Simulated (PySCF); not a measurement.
**Electron correlation in Co⁺ (cobalt, charge +1)**

Starting occupation: [Ar] 3d7 4p1, 3d3/2 with m_j = +1/2, +3/2, 3d5/2 with m_j = -3/2, -1/2, +1/2, +3/2, +5/2, 4p3/2 with m_j = +3/2. Computed with PySCF 2.14 in x2c-SVPall-2c with one added diffuse shell each of s, d type (6s5p4d1f, 48 functions), with X2C-1e with screened-nucleus spin-orbit coupling, Gaussian nucleus. Frozen: [Ne]; 16 electrons correlated; the 6 highest virtual spinors left out.

MP2 pair energies summed by pair of shells (mhartree):

```tsv
pair	energy	share (%)
3d-3d	-113.12	39.2
3d-3p	-100.86	35.0
3p-3p	-44.07	15.3
3d-3s	-8.96	3.1
3p-3s	-8.67	3.0
3d-4p	-7.43	2.6
3p-4p	-3.48	1.2
3s-3s	-1.86	0.6
3s-4p	-0.13	0.0
```

Total MP2 correlation energy: -288.57 mhartree.

The GHF reference relaxed away from the jj start to a determinant that is no pure jj level (⟨S²⟩ = 5.99, ⟨J²⟩ = 42.01); the energies belong to that determinant.

This basis was not built for core-valence correlation, so the inner-shell part is incomplete.
